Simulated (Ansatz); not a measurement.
Born–Oppenheimer molecular dynamics of FH7OSi2 (11 atoms, charge 0, multiplicity 1). It starts at the highest image of a converged band. Of that band: Neighbouring images differ by up to 1.9 eV, so the band resolves the path poorly. A vibrational analysis at the climbing image gives one clearly imaginary mode, 1158i cm⁻¹: a first-order saddle point.

Method: RKS PBE0-D4/def2-SVP in Ansatz.

```json
{"ensemble": "NVE (velocity Verlet)", "time step": "0.5 fs", "steps asked": "200", "starting velocities drawn for": "100 K", "seed": "11296"}
```

First frame:

```xyz
11
Properties=species:S:1:pos:R:3
Si -0.051 -0.164 -0.036
H 0.005 0.325 1.611
H 0.314 1.217 -0.449
F -0.677 -0.721 -1.476
H 1.007 -1.176 0.208
O -1.702 -0.457 0.722
Si -3.249 -0.766 0.052
H -3.228 -2.113 -0.570
H -4.191 -0.720 1.203
H -3.569 0.298 -0.934
H -1.126 -0.002 1.548
```

Question: How far do the bonds stretch over the last three quarters of this one trajectory? (Pairs bonded in most of those frames.)

Answer: 
```csv
bond,mean (Å),spread (Å),shortest,longest
Si1–H2,1.504,0.023,1.46,1.55
Si1–H3,1.492,0.017,1.46,1.52
Si1–F4,1.671,0.034,1.62,1.72
Si1–H5,1.502,0.023,1.46,1.54
O6–Si7,1.708,0.027,1.66,1.75
O6–H11,0.965,0.009,0.95,0.98
Si7–H8,1.488,0.012,1.46,1.51
Si7–H9,1.503,0.020,1.47,1.54
Si7–H10,1.486,0.011,1.46,1.51
```

Mean temperature of the second half: 798 K. The conserved energy stayed within 0.038 meV per atom of its start (net change 0.012 meV per atom), so the integration is sound. The kinetic energy rose, since the run started high on the potential surface and went downhill. It ends in pieces (FH3Si + H4OSi), so much of that is their flight and rotation, not heat. A run of 0.1 ps of so small a system gives no equilibrium averages. The orbitals stay closed-shell, which can raise the energy where a bond breaks towards radicals; this wasn't checked here.

Run time: 6 min on 2 threads of Arm Neoverse V2, on a shared host, peak memory 0.2 GiB.
